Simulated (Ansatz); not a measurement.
ClGa, triplet, geometry from GFN2-xTB (such geometries of metal compounds can be far from the true shape) (the spin is typed, not shown lowest); HF/6-31G (Ansatz, a quantum-chemistry and plane-wave program).

Ansatz was given this input:
Ansatz 0.2 input:
```yaml
crystal:
  periodic: [false, false, false]
  atoms:
    - {symbol: Ga, position_ang: [-0.00000000, -0.00000000, -0.78750881]}
    - {symbol: Cl, position_ang: [0.00000000, 0.00000000, 1.43604548]}
basis:
  gaussian:
    orbitals: 6-31G
hamiltonian:
  xc: hf
magnetization: {spin_polarized: true, initial_magnetization: 2}
```

Output, abridged:

```
Functional definition: HF
395 factors; integrals over basis functions are off by at most 2.0e-4 eV
mean field evaluation 1: about -64826.3518 eV, gradient 7.1e0 eV
mean field evaluation 2: about -64826.3552 eV, gradient 7.1e0 eV
mean field evaluation 4: about -64827.2225 eV, gradient 1.9e0 eV
mean field evaluation 8: about -64827.3492 eV, gradient 5.4e-2 eV
mean field evaluation 16: about -64827.0739 eV, gradient 3.5e0 eV
mean field -64827.34869326 eV, -2382.3611229223 hartree, gradient 1.7e-5 eV, S^2 2.004637; 0 other end points of the search recorded, 0 dependent functions left out
reference -64827.34869326 eV, -2382.3611229223 hartree; 25, 23 occupied and 17, 19 virtual orbitals, 395 factors
Total energy: -64827.34869326 eV, -2382.3611229223 hartree
```
